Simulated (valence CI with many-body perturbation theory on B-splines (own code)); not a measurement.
## E1 transitions of Sb⁴⁵⁺

Level of theory: configuration interaction combined with many-body perturbation theory (CI+MBPT): four valence electrons over a frozen Dirac-Fock core [He], a basis of 11 s, 11 p, 9 d, 7 f, 5 g, 2 h, 1 i functions for each j, with the one-electron correlation potential Σ1, the two-electron term Σ2, the three-electron term Σ3, Breit, model QED; selected CI, second order for the rest (own B-spline code, finite nucleus).

The last digits are not significant, and no measured levels were compared; by estimate large intervals hold to a few tenths of a per cent, small ones and those within an open d or f shell to about a per cent. Among the levels kept, up to 280 cm⁻¹ of a level comes from second order outside the variational space, and about a tenth of that is noise between levels of different J, which matters for small intervals.

Lines 201 to 250 of 257 in falling wavelength, among levels below 5102.2 eV, chosen from the strongest by gf and those to the six lowest levels. Wavelengths and rates use the calculated energies. Electric multipoles are in the length gauge, E1 and E2 with the static RPA response of the core. Weak lines are less certain than strong ones. Lines between different terms over intervals too small for the method are left out, as are lines whose strength nearly cancels. The highest levels of a list are the least certain.

Levels are named by their leading jj configuration (3d3/2^4 stands for four electrons in 3d with j = 3/2), which in mixed levels can hold well under half, so a name can repeat and another be missing. Letters in brackets count levels of one name in rising energy.

| λ vac (nm) | Upper | Lower | A (s⁻¹) | log gf | Branch % |
| --- | --- | --- | --- | --- | --- |
| 0.2693 | (2s 2p1/2 2p3/2 3p1/2) J=2 [a] | (2s^2 2p1/2 2p3/2) J=2 | 2.17e+12 | -1.93 | 2.5 |
| 0.2691 | (2s 2p1/2 2p3/2 3d3/2) J=3 [b] | (2s 2p1/2^2 2p3/2) J=2 | 1.51e+14 | 0.06 | 55.4 |
| 0.2689 | (2s 2p1/2 2p3/2 3d3/2) J=2 [d] | (2s 2p1/2^2 2p3/2) J=1 | 4.23e+14 | 0.36 | 90.0 |
| 0.2688 | (2s 2p1/2 2p3/2 3p1/2) J=1 [a] | (2s^2 2p1/2 2p3/2) J=1 | 3.03e+13 | -1.01 | 81.4 |
| 0.2686 | (2s 2p1/2 2p3/2 3d3/2) J=1 [d] | (2s 2p1/2^2 2p3/2) J=1 | 2.86e+14 | -0.03 | 67.5 |
| 0.2686 | (2s 2p1/2 2p3/2 3d3/2) J=2 [b] | (2s 2p1/2^2 2p3/2) J=2 | 3.64e+14 | 0.29 | 86.6 |
| 0.2684 | (2s 2p1/2 2p3/2 3d3/2) J=1 [b] | (2s 2p1/2^2 2p3/2) J=2 | 3.88e+14 | 0.10 | 89.4 |
| 0.2684 | (2s 2p1/2 2p3/2 3p1/2) J=2 [a] | (2s^2 2p1/2 2p3/2) J=1 | 8.29e+13 | -0.35 | 97.0 |
| 0.2684 | (2s 2p1/2 2p3/2 3d5/2) J=3 [a] | (2s 2p1/2^2 2p3/2) J=2 | 1.30e+14 | -0.01 | 29.3 |
| 0.2683 | (2s 2p1/2 2p3/2 3d5/2) J=1 [a] | (2s 2p1/2^2 2p3/2) J=2 | 5.79e+13 | -0.73 | 20.5 |
| 0.2681 | (2s 2p1/2 2p3/2 3p1/2) J=3 | (2s^2 2p1/2 2p3/2) J=2 | 2.79e+14 | 0.32 | 99.8 |
| 0.2680 | (2s^2 2p3/2 3d3/2) J=2 | (2s^2 2p1/2 2p3/2) J=2 | 1.64e+14 | -0.05 | 57.1 |
| 0.2679 | (2s^2 2p1/2 3d3/2) J=1 | (2s^2 2p1/2^2) J=0 | 4.40e+14 | 0.15 | 93.1 |
| 0.2675 | (2s^2 2p3/2 3d3/2) J=1 | (2s^2 2p1/2 2p3/2) J=2 | 6.41e+13 | -0.69 | 16.4 |
| 0.2674 | (2s^2 2p3/2 3d3/2) J=3 | (2s^2 2p1/2 2p3/2) J=2 | 8.18e+13 | -0.21 | 96.4 |
| 0.2672 | (2s 2p1/2 2p3/2 3d5/2) J=3 [b] | (2s 2p1/2^2 2p3/2) J=2 | 5.82e+12 | -1.36 | 2.0 |
| 0.2671 | (2s^2 2p3/2 3d3/2) J=2 | (2s^2 2p1/2 2p3/2) J=1 | 1.18e+14 | -0.20 | 41.0 |
| 0.2670 | (2s 2p1/2^2 3p1/2) J=1 | (2s^2 2p1/2^2) J=0 | 1.88e+13 | -1.22 | 40.0 |
| 0.2667 | (2s 2p1/2 2p3/2 3p1/2) J=2 [b] | (2s^2 2p1/2 2p3/2) J=2 | 3.51e+13 | -0.73 | 60.7 |
| 0.2666 | (2s^2 2p3/2 3d3/2) J=1 | (2s^2 2p1/2 2p3/2) J=1 | 2.49e+14 | -0.10 | 63.6 |
| 0.2666 | (2s^2 2p3/2 3d5/2) J=2 | (2s^2 2p1/2 2p3/2) J=2 | 5.87e+12 | -1.50 | 2.3 |
| 0.2666 | (2s^2 2p3/2 3d3/2) J=0 | (2s^2 2p1/2 2p3/2) J=1 | 3.23e+14 | -0.46 | 100.0 |
| 0.2665 | (2s 2p1/2 2p3/2 3d3/2) J=3 [c] | (2s 2p1/2^2 2p3/2) J=2 | 4.06e+12 | -1.52 | 9.8 |
| 0.2659 | (2s^2 2p3/2 3d5/2) J=3 | (2s^2 2p1/2 2p3/2) J=2 | 2.20e+13 | -0.79 | 4.0 |
| 0.2658 | (2s 2p1/2 2p3/2 3p1/2) J=2 [b] | (2s^2 2p1/2 2p3/2) J=1 | 9.74e+12 | -1.29 | 16.9 |
| 0.2657 | (2s^2 2p3/2 3d5/2) J=2 | (2s^2 2p1/2 2p3/2) J=1 | 8.90e+12 | -1.33 | 3.5 |
| 0.2656 | (2s 2p1/2 2p3/2 3d3/2) J=2 [d] | (2s 2p1/2^2 2p3/2) J=2 | 3.63e+12 | -1.72 | 0.8 |
| 0.2652 | (2s 2p1/2 2p3/2 3p1/2) J=1 [b] | (2s^2 2p1/2 2p3/2) J=2 | 1.13e+13 | -1.45 | 44.6 |
| 0.2652 | (2s 2p1/2 2p3/2 3p1/2) J=2 [c] | (2s^2 2p1/2 2p3/2) J=2 | 2.53e+13 | -0.87 | 77.8 |
| 0.2651 | (2s 2p1/2 2p3/2 3p3/2) J=3 [a] | (2s^2 2p1/2 2p3/2) J=2 | 5.72e+12 | -1.38 | 36.8 |
| 0.2647 | (2s^2 2p3/2 3d5/2) J=1 | (2s^2 2p1/2 2p3/2) J=1 | 4.78e+12 | -1.82 | 1.3 |
| 0.2644 | (2s 2p1/2 2p3/2 3p1/2) J=0 | (2s^2 2p1/2 2p3/2) J=1 | 1.79e+13 | -1.73 | 95.2 |
| 0.2643 | (2s 2p1/2 2p3/2 3p1/2) J=1 [b] | (2s^2 2p1/2 2p3/2) J=1 | 7.00e+12 | -1.66 | 27.5 |
| 0.2643 | (2s 2p1/2 2p3/2 3p1/2) J=2 [c] | (2s^2 2p1/2 2p3/2) J=1 | 2.71e+12 | -1.85 | 8.3 |
| 0.2642 | (2s 2p1/2 2p3/2 3p3/2) J=2 [a] | (2s^2 2p1/2 2p3/2) J=2 | 6.10e+12 | -1.50 | 7.5 |
| 0.2639 | (2s 2p1/2 2p3/2 3p3/2) J=1 [a] | (2s^2 2p1/2 2p3/2) J=1 | 9.47e+13 | -0.53 | 95.0 |
| 0.2636 | (2s 2p1/2 2p3/2 3p1/2) J=1 [c] | (2s^2 2p1/2 2p3/2) J=2 | 3.75e+13 | -0.93 | 82.2 |
| 0.2633 | (2s 2p1/2 2p3/2 3p3/2) J=2 [a] | (2s^2 2p1/2 2p3/2) J=1 | 7.39e+13 | -0.42 | 90.7 |
| 0.2631 | (2s 2p1/2 2p3/2 3p3/2) J=2 [b] | (2s^2 2p1/2 2p3/2) J=2 | 6.97e+13 | -0.44 | 91.1 |
| 0.2628 | (2s 2p1/2 2p3/2 3p3/2) J=0 [a] | (2s^2 2p1/2 2p3/2) J=1 | 1.46e+14 | -0.82 | 99.4 |
| 0.2627 | (2s 2p1/2 2p3/2 3p1/2) J=1 [c] | (2s^2 2p1/2 2p3/2) J=1 | 5.86e+12 | -1.74 | 12.8 |
| 0.2626 | (2s 2p1/2 2p3/2 3p3/2) J=1 [b] | (2s^2 2p1/2 2p3/2) J=2 | 1.30e+14 | -0.39 | 94.6 |
| 0.2624 | (2s 2p1/2 2p3/2 3p3/2) J=3 [b] | (2s^2 2p1/2 2p3/2) J=2 | 7.34e+13 | -0.28 | 96.4 |
| 0.2622 | (2s 2p1/2 2p3/2 3p3/2) J=2 [b] | (2s^2 2p1/2 2p3/2) J=1 | 4.52e+12 | -1.63 | 5.9 |
| 0.2622 | (2s 2p1/2^2 3p3/2) J=1 | (2s^2 2p1/2^2) J=0 | 1.24e+14 | -0.42 | 99.1 |
| 0.2618 | (2s 2p1/2 2p3/2 3p3/2) J=1 [b] | (2s^2 2p1/2 2p3/2) J=1 | 4.28e+12 | -1.88 | 3.1 |
| 0.2608 | (2s 2p1/2 2p3/2 3p3/2) J=2 [c] | (2s^2 2p1/2 2p3/2) J=2 | 8.65e+12 | -1.36 | 19.1 |
| 0.2605 | (2s 2p1/2 2p3/2 3p3/2) J=3 [c] | (2s^2 2p1/2 2p3/2) J=2 | 4.51e+13 | -0.49 | 92.5 |
| 0.2601 | (2s 2p1/2 2p3/2 3p3/2) J=1 [c] | (2s^2 2p1/2 2p3/2) J=2 | 2.48e+12 | -2.12 | 5.1 |
| 0.2600 | (2s 2p1/2 2p3/2 3p3/2) J=2 [d] | (2s^2 2p1/2 2p3/2) J=2 | 3.47e+13 | -0.76 | 72.5 |
